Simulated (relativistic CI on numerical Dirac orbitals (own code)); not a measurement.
Forbidden lines of Mo27+

These numbers are calculated, not measured: Dirac-Coulomb-Breit CI, KLI orbitals optimised for each configuration, model QED, unscaled Slater integrals (own radial code, finite nucleus).

Configuration list (outside the closed core [Ne]): 3s²3p³, 3s3p⁴, 3s²3p²3d, 3p⁵, 3s3p³3d, 3p⁴3d, 3s3p²3d², 3s²3p3d4p, 3p⁴4s, 3s3p²3d4s, 3s²3p²4s, 3p⁴4p, 3s²3p²4p, 3s²3p²4d, 3s3p³4s, 3p³3d4p, 3s²3p²4f, 3s3p³4p, 3s3p³4d, 3s3p³4f, 3s²3p²5s, 3s²3p²5p, 3s²3p4s4p, 3s²3p²5d, 3s²3p²5f, 3s²3p²5g, 3s3p²4s², 3s3p³5s, 3s²3p3d², 3s²3d³, 3s3p3d³, 3s²3d²4s, 3s²3d²4p, 3s²3d²4d, 3p³3d², 3p²3d³, 3p²3d²4s, 3p²3d²4p, 3p²3d²4d, 3s²3p3d4s, 3s3p3d²4s, 3s²3d4s², 3s²3d4s4p, 3s²3d4s4d, 3s3p²3d4p, 3s3p3d²4p, 3s3p3d4s4p, 3s3p3d4p², 3s3p3d4p4d, 3p³3d4s, 3p²3d4s², 3p²3d4s4p, 3p²3d4s4d, 3s²3p4s², 3s3p3d4s², 3s²4s²4p, 3s²4s²4d, 3s²3p4p², 3s²3d4p², 3s²4s4p², 3s²4p³, 3s²4p²4d, 3s3p²4s4p, 3s3p4s²4p, 3s3p4s4p², 3s3p4s4p4d. Double excitations out of closed p, d and f shells are left out; levels of such configurations are missing from the list, as are those of other unlisted configurations, and high levels can miss mixing partners. These lack a partner that the ground configuration has and come out too high: 3s²3p²4f, 3s3p³4d, 3s3p³4f, 3s²3p²5s, 3s²3p²5p.

```tsv
λ vac (nm)	Lower	Upper	Type	A (s⁻¹)	log gf
10.973	3s²3p³ ²D°5/2 [3]	3s²3p²3d ⁴F9/2 [20]	M2	5.80e+02	-7.98
24.139	3s²3p³ ⁴S°3/2 [1]	3s²3p³ ²P°3/2 [5]	M1	8.13e+03	-6.55
25.485	3s3p⁴ ⁴P5/2 [6]	3s²3p²3d ⁴F9/2 [20]	E2	2.17e+02	-7.68
38.449	3s²3p³ ⁴S°3/2 [1]	3s²3p³ ²P°1/2 [4]	M1	1.07e+05	-5.32
38.784	3s²3p³ ²D°3/2 [2]	3s²3p³ ²P°3/2 [5]	M1	2.11e+05	-4.72
40.866	3s²3p²3d ⁴F7/2 [16]	3s²3p²3d ²G9/2 [31]	M1	3.57e+04	-5.05
43.314	3s²3p²3d ⁴D7/2 [17]	3s²3p²3d ²G9/2 [31]	M1	2.06e+04	-5.24
46.927	3s²3p³ ²D°5/2 [3]	3s²3p³ ²P°3/2 [5]	M1	4.42e+04	-5.23
49.711	3s²3p³ ⁴S°3/2 [1]	3s²3p³ ²D°5/2 [3]	M1	1.55e+04	-5.46
52.052	3s²3p²3d ⁴F9/2 [20]	3s²3p²3d ²G9/2 [31]	M1	5.31e+04	-4.67
63.931	3s²3p³ ⁴S°3/2 [1]	3s²3p³ ²D°3/2 [2]	M1	8.18e+04	-4.70
64.862	3s²3p³ ²P°1/2 [4]	3s²3p³ ²P°3/2 [5]	M1	1.99e+04	-5.30
92.194	3s²3p²3d ²G7/2 [22]	3s²3p²3d ²G9/2 [31]	M1	1.40e+04	-4.75
190.16	3s²3p²3d ⁴F7/2 [16]	3s²3p²3d ⁴F9/2 [20]	M1	2.80e+03	-4.82
223.50	3s²3p³ ²D°3/2 [2]	3s²3p³ ²D°5/2 [3]	M1	5.22e+02	-5.63
```

Terms are leading LS components. Brackets give the number of a level in order of energy, since labels repeat. The list gives strong lines, with weight on those to low levels, among the lowest 400 of 7833 levels, so that lines to higher ones, which can be the strongest, are missing. Levels whose partners in the same complex of configurations lie outside the list can be far off, and so can their lines. Rates are taken at the computed energies, electric ones in the length gauge.

At this charge energies of transitions that change n are usually good to better than 1 %, and those within a shell (Δn = 0) to a few per cent.

(1) From the table, what is the radiative lifetime of 3s²3p³ ²P°3/2?

Answers

(1) The listed rates from this level add up to about 2.83e+05 s⁻¹, 100 % of its decay; with all channels τ = 3.52e-06 s.

LS names give the leading component of a level, which can be under half, so a name can repeat, a term be missing and a line seem to break the LS rules.
